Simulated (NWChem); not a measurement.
Species: CHCl2NOSi; SMILES [SiH](N=C=O)(Cl)Cl

```xyz
7

Si     0.0001     0.4597     0.5843
Cl    -1.6726     1.2722    -0.2746
Cl     1.6678     1.2817    -0.2755
N      0.0050    -1.2180     0.3153
C      0.0036    -2.3658    -0.0363
O      0.0028    -3.4842    -0.3561
H      0.0000     0.7418     2.0314
```
Atoms are numbered in this order, from 1.

Computed with NWChem. Pople sets run with spherical d functions. All runs use the structure optimised with PBE0/def2-SVP. Ions are spin-unrestricted doublets at the neutral geometry; other ion states weren't tried.

```tsv
level	vertical ionisation energy, ΔSCF (eV)	−ε(HOMO) (eV)	ΔSCF minus −ε(HOMO) (eV)
B3LYP/6-31+G*	…	…	…
LRC-wPBEh/6-31+G*	11.70	11.13	0.57
BHandHLYP/6-31+G*	11.68	10.56	1.12
```

Fill in the missing entries.


- B3LYP/6-31+G*, vertical ionisation energy, ΔSCF (eV): 11.11
- B3LYP/6-31+G*, −ε(HOMO) (eV): 9.00
- B3LYP/6-31+G*, ΔSCF minus −ε(HOMO) (eV): 2.11
